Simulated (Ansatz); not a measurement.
A nudged elastic band was laid between two geometries of C₂H₁₂AlBSi₂ (18 atoms, charge 0, multiplicity 1).

All numbers below come from RKS PBE0/STO-3G (Ansatz).

```yaml
movable_images: 7
climbing_image: yes
spring: 5.0 eV/Å²
optimiser: quadratic models (default)
start_path: through a guess of the saddle point
force_threshold: 0.03 eV/Å
iteration_limit: 60
end_points: relaxation not finished
```

Initial state:

```xyz
18
Properties=species:S:1:pos:R:3
B 0.526 -2.449 0.387
Si 1.030 -0.610 0.746
C 1.410 0.356 -0.838
C 0.190 0.599 -1.752
Si -0.718 0.346 1.819
Al -2.166 1.330 0.347
H -0.057 -2.756 -0.584
H 0.722 -3.300 1.171
H 2.218 -0.546 1.569
H 1.853 1.328 -0.581
H 2.169 -0.182 -1.421
H 0.473 1.126 -2.674
H -0.564 1.234 -1.251
H -0.300 -0.343 -2.036
H -0.156 1.260 2.791
H -1.342 -0.694 2.610
H -3.193 0.498 -0.365
H -2.130 2.813 0.112
```

Final state:

```xyz
18
Properties=species:S:1:pos:R:3
B 0.456 -2.417 0.358
Si 1.038 -0.607 0.751
C 1.435 0.369 -0.823
C 0.223 0.600 -1.750
Si -0.666 0.413 1.835
Al -2.214 1.214 0.348
H -0.141 -2.670 -0.620
H 0.611 -3.298 1.117
H 2.232 -0.599 1.571
H 1.864 1.345 -0.557
H 2.207 -0.160 -1.397
H 0.505 1.151 -2.658
H -0.554 1.207 -1.248
H -0.240 -0.349 -2.057
H -1.226 -0.566 2.751
H -0.081 1.431 2.692
H -2.336 2.689 0.077
H -3.151 0.260 -0.338
```

(1) What changes between the two ends?

(2) What energy profile does the band end with?

The band took 60 iterations and roughly 15 core-minutes.

Answers

(1) No bond is made or broken.

(2) The run ended unconverged. The highest image is number 6 of 0 to 8, 56.8 kcal/mol above the first end and 56.7 kcal/mol above the last; the last end lies 0.1 kcal/mol above the first. The band didn't meet its force threshold, so its energies are provisional: the largest band force was still 0.27 eV/Å, and over the last iterations the top moved between 2.46 and 2.49 eV. Neighbouring images lie up to 4.1 Å apart, so the band is torn or far too coarse. The end points aren't both relaxed to the band's threshold either. Limits of this set-up: minimal basis.

| image | path coordinate (Å) | energy (kcal/mol) |
| --- | --- | --- |
| 0 | 0.00 | 0.0 |
| 1 | 3.00 | 1.9 |
| 2 | 6.00 | 0.9 |
| 3 | 9.00 | 1.6 |
| 4 | 12.01 | 1.3 |
| 5 | 15.01 | 3.5 |
| 6 | 18.02 | 56.8 |
| 7 | 22.08 | 1.8 |
| 8 | 26.13 | 0.1 |

Time of the run: 15 min on 1 thread of AMD EPYC 9R45 96-Core Processor (Zen 5), on a shared host, peak memory 0.18 GiB.
